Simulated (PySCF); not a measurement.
# [Bi(SiH3)3]2+ at several levels of theory

Computed with PySCF 2.14.0 (density fitting, no spin-orbit coupling) at the geometry relaxed with BP86:

```xyz
13
[Bi(SiH3)3]2+ (singlet)
Bi    0.0000    0.0000   -0.5546
Si    2.7932    0.0000   -0.6988
H     3.1390   -1.2869   -0.0260
H     2.8277    0.0000   -2.2014
H     3.1390    1.2869   -0.0260
Si   -1.3966    2.4190   -0.6988
H    -0.4550    3.3619   -0.0260
H    -1.4139    2.4488   -2.2014
H    -2.6840    2.0750   -0.0260
Si   -1.3966   -2.4190   -0.6988
H    -2.6840   -2.0750   -0.0260
H    -1.4138   -2.4489   -2.2014
H    -0.4550   -3.3619   -0.0260
```

| level | basis | state | HOMO (eV) | gap (eV) | charge on Bi1 (e) | dipole about the centre of mass (D) | largest force component (eV/Å) |
| --- | --- | --- | --- | --- | --- | --- | --- |
| BP86 | Bi def2-SVP with ECP60, Si def2-SVP, H def2-SVP | singlet | -15.99 | 1.50 | 0.48 | 0.51 | 0.01 |
| PBE | the same | singlet | -15.89 | 1.53 | 0.50 | 0.51 | 0.06 |
| CAM-B3LYP | the same | singlet | -17.91 | 5.28 | 0.41 | 0.36 | 0.39 |
| r2SCAN | the same | singlet | -16.17 | 1.83 | 0.49 | 0.46 | 0.22 |
| M06-L | the same | singlet | -16.00 | 1.81 | 0.61 | 0.42 | 0.34 |
| BP86 | Bi x2c-SVPall, Si x2c-SVPall, H x2c-SVPall | singlet | -16.01 | 1.49 | 0.35 | 0.52 | 0.02 |

Charges are Mulliken's, which hang on the basis. The relaxation used the grid (50, 194), these runs (75, 302) or, all-electron (x2c bases, spin-free X2C Hamiltonian), (99, 590).

Q: What does BP86 with Bi def2-TZVP with ECP60, Si def2-TZVP, H def2-TZVP give here?

A: state singlet, HOMO (eV) -15.85, gap (eV) 1.47, charge on Bi1 (e) 0.67, dipole about the centre of mass (D) 0.52, largest force component (eV/Å) 0.16. Time: 23 s on 2 threads of Arm Neoverse V1, on a shared host, from free ions and atoms.

In the first row's basis the gap widens with exact exchange: 1.5 to 1.8 eV for BP86, PBE, M06-L, r2SCAN (none); 5.3 eV for CAM-B3LYP (rising or full at long range).

A frequency check found unstable modes (1, the lowest at -6 cm⁻¹), so the relaxed geometry is a saddle point, or these are noise.
